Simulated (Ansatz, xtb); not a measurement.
C7H6FN: which of two isomers lies lower

We compare a, `C=Cc1cncc(F)c1`, a singlet, with b, `FC1=Cc2cccn2C1`, a singlet. Both are isolated molecules in the gas phase, relaxed with B3LYP-D3(BJ)/def2-SVP; each stands in its lowest conformer found.

Quicker runs give these differences E(b) − E(a): GFN2-xTB −17.4 kcal/mol; HF/STO-3G −14.1 kcal/mol (at GFN2-xTB geometries); r2SCAN-D4/def2-SVP +2.5 kcal/mol (at GFN2-xTB geometries).

Estimate which is lower in electronic energy at CCSD(T)/def2-SVP + ΔMP2/def2-TZVPP, and by roughly how much.

The CCSD(T)/def2-SVP + ΔMP2/def2-TZVPP calculation puts structure a lower, by 6.3 kcal/mol.

Level by level:

| level | geometry | E(b) − E(a) (kcal/mol) | departure from the last row (kcal/mol) | job, with rough time for the two |
| --- | --- | --- | --- | --- |
| GFN2-xTB | GFN2-xTB | −17.4 | −23.7 | optimisation, 0.14 s |
| HF/STO-3G | GFN2-xTB | −14.1 | −20.4 | single point, 0.52 s |
| r2SCAN-D4/def2-SVP | GFN2-xTB | +2.5 | −3.8 | single point, 5.5 s |
| B3LYP-D3(BJ)/def2-SVP | B3LYP-D3(BJ)/def2-SVP | +7.0 | +0.7 | optimisation, 43 s |
| HF/def2-SVP | B3LYP-D3(BJ)/def2-SVP | +10.0 | +3.7 | part of the CCSD(T) run |
| MP2/def2-SVP | B3LYP-D3(BJ)/def2-SVP | +2.6 | −3.7 | part of the CCSD(T) run |
| CCSD(T)/def2-SVP | B3LYP-D3(BJ)/def2-SVP | +5.1 | −1.3 | single point |
| CCSD(T)/def2-SVP + ΔMP2/def2-TZVPP | B3LYP-D3(BJ)/def2-SVP | +6.3 |  | single point, 3 min |

As drawn, b has 1 C–C, 1 C–N in place of 1 C∷C (∷ is an aromatic bond). Structure a has a 6-membered ring (with an aromatic ring), b 2 5-membered rings (with an aromatic ring).

GFN2-xTB, HF/STO-3G put the two in the other order. The largest departure from CCSD(T)/def2-SVP + ΔMP2/def2-TZVPP is that of GFN2-xTB, 23.7 kcal/mol. The last row adds to CCSD(T) the change of the MP2 difference between the two basis sets, here +1.3 kcal/mol.

With thermal terms from frequencies at re-optimised GFN2-xTB minima (ideal gas, soft modes damped towards free rotors, one conformer each, 298.15 K, 1 atm): on the last row, ΔE + ΔZPE = +7.9, ΔH = +7.2, ΔG = +8.9 kcal/mol.

The correlated steps freeze 9 core orbitals. Run with Ansatz 0.2.0, xtb 6.7.1; the last row on 4 threads of Arm Neoverse V1 on a shared host.
